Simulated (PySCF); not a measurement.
# IrH₂, quartet: molecular constants

Method: UPBE0/[Ir def2-TZVP with ECP60, H def2-TZVP], scalar-relativistic core potentials, density fitting, no spin–orbit coupling, PySCF.

The structure is a minimum.

Coordinates in bohr (charge 0 multiplicity 4):
```
Ir    0.0000    0.0000   -0.0340
H     0.8076    0.0000    3.2590
H    -0.8076    0.0000    3.2590
```

| Property | Result |
| --- | --- |
| Point group | C2v |
| Bond lengths | H–H 0.855 Å, Ir–H 1.794 Å (×2) |
| Bond angles | H–H–Ir 76.2° (×2), H–Ir–H 27.6° |
| Entropy at 298.15 K and 1 bar (electronic part: spin only) | 241.0 J/(mol K) |
| Highest occupied level (α) | -5.26 eV |
| Rotational symmetry number | 2 |
| Rotational constants | 45.79, 2.783, 2.624 cm⁻¹ |
| Principal polarisabilities | 43.8, 47.3, 51.0 bohr³ |
| Atomisation energy without zero-point energy | 480 kJ/mol |
| Lowest empty level (β) | -3.31 eV |
| Zero-point energy | 30.1 kJ/mol |
| Dipole moment | 1.58 D |
| Spin squared ⟨S²⟩ | 3.757 |
| Enthalpy at 298.15 K above 0 K | 10.16 kJ/mol |
| Principal quadrupole moments (Buckingham, traceless) about the centre of mass | -0.96, 0.32, 0.64 D Å |
| Heat capacity Cp at 298.15 K | 36.7 J/(mol K) |

Harmonic modes (masses in u: Ir 192.963, H 1.008):
| symmetry | ω (cm⁻¹) | IR (km/mol) |
| --- | --- | --- |
| a1 | 802 | 3.3 |
| b2 | 1257 | 21.2 |
| a1 | 2976 | 114 |

In C2v the vibrations span 2a1 + b2. Here b1 is antisymmetric to the molecular plane and b2 lies in it.

Charges (e):
```csv
atom,Mulliken,Löwdin,polar tensor,spin (Mulliken),Mayer order to Ir1
Ir1,-0.06,-0.14,-0.08,2.92,–
"H2,3",0.03,0.07,0.04,0.04,0.36
```
Other Mayer orders above 0.3: H–H 0.64.

Mulliken populations on Ir1 (electrons outside its core potential): s 3.05, p 6.18, d 7.82, f 0.01.

Outer orbital energies (eV). α occupied: -14.84, -8.57, -8.15, -8.01, -7.85, -7.72, -5.26; empty: -1.13, -0.67, 1.91, 2.70. β occupied: -14.28, -7.17, -6.82, -6.64; empty: -3.31, -2.63, -1.41, -0.32.

Only a few start shapes were tried, so a lower isomer may exist. Open d and f shells are described by one determinant, and the ground state may have another occupation or spin. At this level a doublet minimum of C2v symmetry lies 171 kJ/mol below this structure. With an element this heavy the missing spin–orbit coupling can shift these numbers.

The final relaxation and frequency run took roughly 40 core-seconds on a shared host.
